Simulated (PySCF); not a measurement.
Stepwise substitution at one centre (B SiH3-H). Gas-phase values, no solvent. Strings in code marks are SMILES.

The HOMO–LUMO gap from two functionals at the same geometries (B3LYP-D3(BJ)/def2-TZVP), both in PySCF: PBE-D3(BJ)/def2-TZVP and B3LYP-D3(BJ)/def2-TZVP. B3LYP has the VWN-RPA correlation part, as in Gaussian. 

```json
[
 {"species": "1 of 3 SiH3 replaced by H", "PBE-D3(BJ)/def2-TZVP (eV)": "3.04"},
 {"species": "2 of 3 SiH3 replaced by H", "PBE-D3(BJ)/def2-TZVP (eV)": "3.75"},
 {"species": "3 of 3 SiH3 replaced by H (`B`)", "PBE-D3(BJ)/def2-TZVP (eV)": "5.44"}
]
```

**Question.** What does B3LYP-D3(BJ)/def2-TZVP give for each?

**Answer.** 
- 1 of 3 SiH3 replaced by H: 4.79
- 2 of 3 SiH3 replaced by H: 5.59
- 3 of 3 SiH3 replaced by H (`B`): 7.53
Over these rows, drawn at random from the members with no instability flagged (it was tested for open shells, ions and some series alone), PBE minus B3LYP-D3(BJ): mean -1.89 eV, from -2.09 eV to -1.75 eV.
